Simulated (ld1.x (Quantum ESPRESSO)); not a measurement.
**What one change does to a pseudopotential (Tc (Z = 43), RRKJ)**

| Property | Result |
| --- | --- |
| Element | Tc |
| Generator | ld1.x (Quantum ESPRESSO) 7.5 |
| Type | norm-conserving RRKJ (Kleinman–Bylander form) |
| Functional | LDA (PZ) |
| Relativity | scalar-relativistic |
| Frozen core | [Ar] 3d10 |
| Valence charge | 15 |
| Reference configuration | 4s2 4p6 4d5 5s1 5p1 |
| Partial waves | 4s (bound): rc 1.50 bohr; 4p (bound): rc 1.20 bohr; 4d (bound): rc 1.55 bohr |
| Local potential | the d channel |
| Core correction | none |

Occupied shells without a wave of their own: 5p, 5s. They enter only through the test configuration that unscreens the potential.

Change: core correction full core density, not smoothed (it rises at the typed radius of 1.46 bohr, so ld1.x skipped the fit) (5p, 5s counted twice).

Cutoffs: the cutoffs (Ry, on a coarse ladder) from which the occupation-weighted sum of valence levels, in a spherical-Bessel basis at the reference potential, stays within 10 and 1 mRy of its value at 400 Ry; they do not see the model core or the augmentation charge, which bear on the density cutoff. Errors are all-electron minus pseudo energies relative to the spin-unpolarised reference configuration.

Question: What does the change do?

Answer: The potential gets neither clearly harder nor softer (100 Ry and 160 Ry → 100 Ry and 160 Ry); of the 9 tests that both files solve, the error grows in 6 and shrinks in 3 by more than 15 % and 0.3 meV (median size 83.8 → 94.4 meV); neither file shows a bound ghost. In the changed file ld1.x takes every shell without a wave as core, so the model core holds the 5p, 5s electrons as well and exchange and correlation see them twice. This cancels in the reference configuration, but the file is broken for other ones, and its errors say nothing about a proper core correction. A model core, the more so a compact one, raises the density cutoff, which this test does not measure.

| quantity | base | changed |
| --- | --- | --- |
| cutoff, loose | 100 Ry | 100 Ry |
| cutoff, tight | 160 Ry | 160 Ry |
| bound ghosts | none | none |
| largest miss of a reference level, eV | 0.07 | 0.07 |
| error for 4s2 4p6 4d5 5s2 5p0, meV [ΔE -3.84 eV] | +67 | +41 |
| error for 4s2 4p6 4d5 5s1 5p0, meV [ΔE 4.59 eV] | +11 | -140 |
| error for 4s2 4p6 4d5 5s0 5p0, meV [ΔE 19.79 eV] | -84 | -622 |
| error for 4s2 4p6 4d5 5s0 5p2, meV [ΔE 4.06 eV] | -80 | -94 |
| error for 4s2 4p6 4d6 5s1 5p0, meV [ΔE -4.70 eV] | +4.6 | -31 |
| error for 4s1 4p6 4d5 5s2 5p0, meV [ΔE 76.13 eV] | +92 | -27 |
| error for 4s2 4p6 4d4 5s0 5p0, meV [ΔE 48.72 eV] | -120 | -926 |
| error for 4s2 4p6 4d5 5s1 5p1 (spin-polarised), meV [ΔE -5.03 eV] | +221 | -374 |
| error for 4s2 4p6 4d5 5s2 5p0 (spin-polarised), meV [ΔE -7.33 eV] | +255 | -5.7 |
| s: phases at 1.70 bohr within 0.05 rad from the reference energy up to (Ry; the scan ends near 5) | 1.8 | 1.8 |
| p: phases at 1.70 bohr within 0.05 rad from the reference energy up to (Ry; the scan ends near 5) | 4.9 | 4.9 |
| d: phases at 1.70 bohr within 0.05 rad from the reference energy up to (Ry; the scan ends near 5) | to the end of the scan | to the end of the scan |

Base: The 5p, 5s levels have no wave, so the channel is fitted at the deeper level alone: the likely source of the large errors.
